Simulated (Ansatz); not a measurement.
Potential energy curve for GeLi (anion, charge -1), lowest triplet found (which spin is the ground state isn't settled by this scan).

Levels of theory: UKS-PBE = unrestricted PBE/aug-cc-pVDZ (Ansatz, a first-principles code); UKS-PBE0 = unrestricted PBE0/aug-cc-pVDZ run with Ansatz; FCI = Ansatz with full CI/aug-cc-pVDZ, cores with 3d frozen.

Energies relative to the lowest point of each curve between 2.17 and 3.15 Å, where full CI is lowest, in eV; the last columns give the error against full CI:

| R / Å | UKS-PBE | UKS-PBE0 | FCI | UKS-PBE − FCI | UKS-PBE0 − FCI |
|---|---|---|---|---|---|
| 1.78 | 2.077 | 2.081 | 2.319 | -0.243 | -0.239 |
| 1.95 | 1.038 | 1.044 | 1.208 | -0.170 | -0.163 |
| 2.04 | 0.685 | 0.692 | 0.822 | -0.137 | -0.130 |
| 2.17 | 0.343 | 0.349 | 0.438 | -0.095 | -0.089 |
| 2.26 | 0.192 | 0.197 | 0.263 | -0.071 | -0.066 |
| 2.34 | 0.102 | 0.106 | 0.154 | -0.052 | -0.048 |
| 2.41 | 0.050 | 0.053 | 0.087 | -0.037 | -0.034 |
| 2.51 | 0.009 | 0.011 | 0.029 | -0.019 | -0.018 |
| 2.57 | 0.000 | 0.000 | 0.010 | -0.010 | -0.010 |
| 2.67 | 0.003 | 0.001 | 0.000 | 0.003 | 0.001 |
| 2.80 | 0.032 | 0.028 | 0.016 | 0.016 | 0.012 |
| 2.97 | 0.097 | 0.089 | 0.069 | 0.028 | 0.020 |
| 3.15 | 0.183 | 0.171 | 0.147 | 0.036 | 0.024 |
| 3.37 | 0.294 | 0.280 | 0.255 | 0.039 | 0.025 |
| 3.64 | 0.426 | 0.411 | 0.390 | 0.036 | 0.021 |
| 3.96 | 0.564 | 0.551 | 0.539 | 0.025 | 0.012 |
| 4.40 | 0.717 | 0.712 | 0.713 | 0.004 | -0.001 |
| 4.90 | 0.843 | 0.851 | 0.865 | -0.022 | -0.014 |
| 5.47 | 0.935 | 0.962 | 0.986 | -0.052 | -0.025 |
| 6.18 | 0.993 | 1.046 | 1.081 | -0.088 | -0.035 |
| 7.24 | 1.014 | 1.102 | 1.154 | -0.139 | -0.052 |
| 8.43 | 0.998 | 1.113 | 1.189 | -0.192 | -0.076 |

UKS-PBE is furthest from FCI at 1.78 (-0.243 eV, below); its mean absolute error over the points is 0.069 eV.

UKS-PBE0 is furthest from FCI at 1.78 (-0.239 eV, below); its mean absolute error over the points is 0.051 eV.

The unrestricted determinant behind UKS-PBE is spin-contaminated at 1.78 to 8.43 Å (<S²> up to 2.7, against 2.00 for a pure triplet). Where the anion isn't bound against loss of the electron, the finite basis alone holds it. The unrestricted determinant behind UKS-PBE0 is spin-contaminated at 1.78 to 8.43 Å (<S²> up to 2.8, against 2.00 for a pure triplet). Also computed but left out beside FCI, since their determinant holds another spin at the minimum (<S²> over 0.7 above the pure value): UHF, UMP2, UCCSD, UCCSD(T), UCCSDT, UCCSDT(Q), UKS-CAM-B3LYP, UHF/6-31G*, UMP2/3-21G.
